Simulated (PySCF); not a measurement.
Calculation: PBE-D3(BJ)/def2-TZVP // PBE0-D3(BJ)/def2-TZVP run with PySCF. Isolated molecules, 0 K electronic values unless said otherwise. 

Reference species (SMILES): `[Si](Cl)C#C` (lower singlet) (neutral, multiplicity 1).

dipole moment: 1.76 D

Changed species: `Cl[Si]Cl` (lower singlet) (X = chloro, multiplicity 1; the reference has X = ethynyl, multiplicity 1).

Q: What does the change do to the dipole moment?

A: the dipole moment falls by 1.01 D, to 0.75 D.
